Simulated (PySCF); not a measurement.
CH₈SiSn.
Bonds: Si1–C2, C2–Sn3. Hydrogens: H4, H5, H6 on Si1; H7, H8 on C2; H9, H10, H11 on Sn3.

Computed by this run: PBE0-D3(BJ)/def2-SVP geometry optimisation, gas phase, def2 core potentials past Kr (PySCF 2.14.0); density fitting, grid level 1; the optimiser is geomeTRIC in internal coordinates, started from a GFN2-xTB structure with every atom displaced at random (about 0.01 Å).

Geometry at step 0:
```
atom  x, y, z in Å
Si1     1.5772    0.7367   -0.0163
C2      0.3857   -0.7389   -0.1096
Sn3    -1.7246   -0.2764    0.0694
H4      2.9571    0.2657   -0.1676
H5      1.2339    1.6812   -1.1148
H6      1.3886    1.4329    1.2668
H7      0.6523   -1.4437    0.6799
H8      0.5480   -1.2490   -1.0573
H9     -2.2405    0.7519   -1.1004
H10    -2.0703    0.4566    1.5347
H11    -2.6692   -1.6427   -0.0005
```

Task: Give the atomic forces at this geometry.

Result: 
```
atom  Fx (eV/Å)  Fy (eV/Å)  Fz (eV/Å)
 Si1     -1.025     -0.456     -0.317
  C2      0.069      0.681      0.182
 Sn3      0.789     -0.262      0.408
  H4      0.570     -0.070     -0.016
  H5      0.096      0.144     -0.099
  H6      0.076      0.231      0.393
  H7     -0.007     -0.271      0.300
  H8     -0.013     -0.235     -0.439
  H9     -0.231      0.734     -0.931
 H10      0.022      0.277      0.603
 H11     -0.345     -0.772     -0.084
```

The largest, 1.21 eV/Å, acts on H9; the rms over all components is 0.438 eV/Å. The forces sum to zero within rounding, as they must for an isolated molecule in no field.

Task: Give the force on H9 in Eh/bohr and in nN.

Result: 1.208 eV/Å ÷ 51.422 = 0.02349 Eh/bohr, and 1.208 eV/Å × 1.602 = 1.93 nN.

Task: How far is this geometry from the end of the optimisation?

Result: 0.132 eV above it, and 0.063 Å rms away after alignment. The bonds farthest from their final lengths, with half the difference of the two atoms' forces along the bond (positive lengthens):

| bond | now (Å) | final (Å) | force along bond (eV/Å) |
| --- | --- | --- | --- |
| Sn3–H9 | 1.641 | 1.715 | +0.95 |
| Sn3–H11 | 1.663 | 1.715 | +0.54 |
| Sn3–H10 | 1.675 | 1.715 | +0.28 |
| Si1–H4 | 1.466 | 1.497 | +0.67 |
| Si1–H6 | 1.472 | 1.496 | +0.40 |
| Si1–C2 | 1.899 | 1.875 | -0.80 |

The angle farthest from its final value is H10–Sn3–H11, 106.2° against 109.5°.

Of the 6 listed bonds off by 0.010 Å or more, this force points towards the final length in 6.

What follows is the cost of the whole optimisation. The run took 18 s on an Intel Xeon Platinum 8375C at 2.90 GHz with one thread, no GPU, shared host with 48 logical CPUs at a one-minute load of 8.1, and the process peaked at 0.42 GiB of memory.
